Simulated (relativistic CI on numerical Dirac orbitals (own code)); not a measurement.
**How well does a small relativistic CI reproduce Zn4+?**

Computed by Dirac-Coulomb-Breit CI, KLI orbitals optimised for each configuration, QED by a radiative potential, valence Slater integrals scaled by 0.85, configuration energies shifted to the measured levels that pair with them (semi-empirical) (own radial code, finite nucleus).

Configuration list (outside the closed core [Ne]): 3s2 3p6 3d8, 3s2 3p6 3d7 4s, 3s2 3p6 3d7 4p, 3s2 3p5 3d9, 3s2 3p6 3d7 4d, 3s2 3p6 3d7 5s, 3s2 3p6 3d7 5p, 3s2 3p6 3d6 4s2, 3s2 3p6 3d7 4f, 3s2 3p6 3d7 5d, 3s2 3p6 3d6 4s 4p, 3s2 3p6 3d7 5f, 3s2 3p6 3d7 5g, 3s2 3p4 3d10, 3s 3p6 3d9, 3s2 3p6 3d6 4p2, 3s2 3p6 3d6 4s 4d. Levels of other configurations are missing.

| Configuration | Term (tabulated) | J | Measured (cm⁻¹) | Computed | Error | Purity (%) |
| --- | --- | --- | --- | --- | --- | --- |
| 3s2 3p6 3d8 | 3F | 4 | 0.0 | 0 | 0 | 100 |
| 3s2 3p6 3d8 | 3F | 3 | 2466.0 | 2408 | -58 | 100 |
| 3s2 3p6 3d8 | 3F | 2 | 4036.0 | 3918 | -118 | 98 |
| 3s2 3p6 3d8 | 1D | 2 | 18400.0 | 16633 | -1767 | 82 |
| 3s2 3p6 3d8 | 3P | 2 | 22663.0 | 21143 | -1520 | 83 |
| 3s2 3p6 3d8 | 3P | 1 | 23107.0 | 21684 | -1423 | 100 |
| 3s2 3p6 3d8 | 3P | 0 | 23510.0 | 22059 | -1451 | 99 |
| 3s2 3p6 3d8 | 1G | 4 | 30600.0 | 29164 | -1436 | 100 |
| 3s2 3p6 3d8 | 1S | 0 | 69904.0 | 62498 | -7406 | 99 |
| 3s2 3p6 3d7 4s | 5F | 5 | 198961.7 | 199661 | 699 | 99 |
| 3s2 3p6 3d7 4s | 5F | 4 | 200644.0 | 201304 | 660 | 99 |
| 3s2 3p6 3d7 4s | 5F | 3 | 201972.7 | 202606 | 634 | 99 |
| 3s2 3p6 3d7 4s | 5F | 2 | 202929.1 | 203547 | 618 | 99 |
| 3s2 3p6 3d7 4s | 3F | 4 | 208715.1 | 208761 | 46 | 98 |
| 3s2 3p6 3d7 4s | 3F | 3 | 210972.5 | 210972 | 0 | 99 |
| 3s2 3p6 3d7 4s | 3F | 2 | 212171.1 | 212443 | 271 | 99 |
| 3s2 3p6 3d7 4s | 5P | 3 | 221631.3 | 222652 | 1021 | 99 |
| 3s2 3p6 3d7 4s | 5P | 2 | 222042.1 | 223127 | 1085 | 95 |
| 3s2 3p6 3d7 4s | 5P | 1 | 222939.9 | 223967 | 1027 | 96 |
| 3s2 3p6 3d7 4s | 3G | 5 | 226333.9 | 225498 | -836 | 96 |
| 3s2 3p6 3d7 4s | 3G | 4 | 227195.3 | 226334 | -861 | 91 |
| 3s2 3p6 3d7 4s | 3G | 3 | 228335.1 | 227484 | -851 | 99 |
| 3s2 3p6 3d7 4s | 3P † | 2 | 230434.6 | 233256 | 2821 | 81 |
| 3s2 3p6 3d7 4s | 3P † | 1 | 230614.2 | 231511 | 897 | 83 |
| 3s2 3p6 3d7 4s | 3P † | 0 | 231121.8 | 235752 | 4630 | 100 |
| 3s2 3p6 3d7 4s | 1G | 4 | 231830.8 | 230697 | -1134 | 85 |
| 3s2 3p6 3d7 4s | 3P † | 0 | 234581.5 | 232182 | -2400 | 100 |
| 3s2 3p6 3d7 4s | 3D | 3 | 235598.6 | 235878 | 280 | 99 |
| 3s2 3p6 3d7 4s | 3H | 5 | 235729.5 | 233818 | -1911 | 93 |
| 3s2 3p6 3d7 4s | 3H | 4 | 236968.7 | 235096 | -1872 | 88 |
| 3s2 3p6 3d7 4s | 3D | 2 | 237031.9 | 237423 | 391 | 74 |
| 3s2 3p6 3d7 4s | 1H | 5 | 240446.1 | 238249 | -2197 | 94 |
| 3s2 3p6 3d7 4s | 1D | 2 | 241829.3 | 241851 | 22 | 83 |
| 3s2 3p6 3d7 4s | 3F | 2 | 255481.7 | 254997 | -485 | 99 |
| 3s2 3p6 3d7 4s | 3F | 3 | 255763.2 | 255270 | -493 | 99 |
| 3s2 3p6 3d7 4s | 3F | 4 | 256235.2 | 255730 | -505 | 99 |
| 3s2 3p6 3d7 4s | 1F | 3 | 260879.8 | 259881 | -998 | 99 |
| 3s2 3p6 3d7 4p | 5F° | 5 | 284115.5 | 284275 | 159 | 87 |
| 3s2 3p6 3d7 4p | 5F° | 3 | 285602.6 | 285823 | 220 | 67 |
| 3s2 3p6 3d7 4s | 3D | 2 | 285884.6 | 284901 | -984 | 98 |
| 3s2 3p6 3d7 4s | 3D | 3 | 286575.4 | 285551 | -1025 | 99 |
| 3s2 3p6 3d7 4p | 5F° | 2 | 286935.9 | 287120 | 184 | 80 |
| 3s2 3p6 3d7 4p | 5F° | 1 | 287888.3 | 288046 | 158 | 92 |
| 3s2 3p6 3d7 4p | 5G° | 6 | 288499.9 | 288248 | -252 | 99 |
| 3s2 3p6 3d7 4p | 5D° | 3 | 288704.1 | 288836 | 132 | 62 |
| 3s2 3p6 3d7 4p | 5G° | 5 | 288902.8 | 288755 | -148 | 71 |
| 3s2 3p6 3d7 4p | 5G° | 4 | 289827.0 | 289693 | -134 | 71 |
| 3s2 3p6 3d7 4p | 5D° | 2 | 289924.5 | 290046 | 122 | 57 |
| 3s2 3p6 3d7 4p | 5G° | 3 | 290423.9 | 290316 | -108 | 68 |
| 3s2 3p6 3d7 4p | 5D° | 1 | 290704.0 | 290964 | 260 | 93 |
| 3s2 3p6 3d7 4p | 5G° | 2 | 290730.6 | 290668 | -63 | 56 |
| 3s2 3p6 3d7 4p | 5D° | 0 | 291022.3 | 291278 | 256 | 99 |
| 3s2 3p6 3d7 4s | 1D | 2 | 291106.6 | 289628 | -1479 | 98 |
| 3s2 3p6 3d7 4p | 3G° | 5 | 292722.2 | 292572 | -150 | 80 |
| 3s2 3p6 3d7 4p | 3F° | 4 | 293463.1 | 293492 | 29 | 91 |
| 3s2 3p6 3d7 4p | 3G° | 4 | 295168.4 | 295001 | -168 | 87 |
| 3s2 3p6 3d7 4p | 3F° | 3 | 295293.2 | 295293 | 0 | 84 |
| 3s2 3p6 3d7 4p | 3F° | 2 | 296756.7 | 296736 | -20 | 92 |
| 3s2 3p6 3d7 4p | 3G° | 3 | 296795.7 | 296636 | -160 | 90 |

Measured levels from Sugar and Musgrove, J. Phys. Chem. Ref. Data 24, 1803 (1995); pairs were made by configuration, J and term (by order where the table uses no LS term), so strongly mixed levels may be paired wrongly.

Mean error by configuration (cm⁻¹): 3s2 3p6 3d8 -1897; 3s2 3p6 3d7 4s -329; 3s2 3p6 3d7 4p 17. Over the excited levels the mean absolute error is 746 cm⁻¹ (58 of the 63 excited levels that our extract of the source holds in range could be paired, and the others can miss by more), and the median relative error of those above 1,000 cm⁻¹ is 0.19 %, both after the shifts were fitted to these levels, so that a configuration with one level shows no error. † marks terms whose computed intervals miss the measured ones by more than a factor of 2.5, or configurations far off the rest, from wrong mixing, a near crossing or a doubtful label or measurement; they are left out of the means.

Configurations whose levels could be paired with our table of measured levels were shifted onto them, all but the ground configuration, by the median error of their levels; single terms can still be off by 1,000 to 2,000 cm⁻¹ or more, and rates follow the energies as ν³ (E1, M1) or ν⁵ (E2). The others borrow a shift and can be off by several thousand cm⁻¹ or more. 58 of the 63 excited levels that our extract of the measured tables holds in this range could be paired (the sources list more); they are missed by 880 cm⁻¹ on average and 7406 at most, after the shifts were fitted to these levels, and levels without a partner can miss by more.

Shifts applied (cm⁻¹): 3s2 3p6 3d8 0; 3s2 3p6 3d7 4s -40; 3s2 3p6 3d7 4p -134.
